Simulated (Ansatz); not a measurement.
The cluster Be₄O₃⁺. Charge 1, multiplicity 2. Geometry PBE0-D4/def2-SVP, basis def2-TZVP, Ansatz.

Cartesian coordinates in Å:
```
Be 1.235 1.336 -0.820
Be -0.131 0.793 1.349
Be 0.434 -0.677 -1.832
Be -0.934 -1.213 0.342
O -0.428 -1.433 -1.028
O 0.774 1.572 0.481
O -0.950 -0.376 1.508
```

```
run  HOMO (eV)  LUMO (eV)
  A     -12.67     -10.09
  B     -11.54     -10.43
  C     -11.65     -10.52
  D     -11.85     -10.07
  E     -16.73      -6.29
  F     -13.08      -9.72
```

HSE06 is defined as in plane-wave codes, on full-range PBE exchange. Another isomer (doublet) lies 0.81 eV lower at PBE0-D4/def2-TZVP; other spin states weren't run for this one.

HOMO and LUMO are taken over both spins.

Q: The runs used HF, HSE06, PBE, PBE0, r2SCAN, revPBE. Estimate which is which.

A: A HSE06 (range-separated); B revPBE (0 % exact exchange); C PBE (0 % exact exchange); D r2SCAN (0 % exact exchange); E HF (100 % exact exchange); F PBE0 (25 % exact exchange). Exact exchange lowers occupied and raises empty levels; among semilocal functionals meta-GGAs tend to open the gap a little, and such runs are hard to tell apart. The gap grows from 1.11 eV (revPBE) to 10.44 eV (HF).
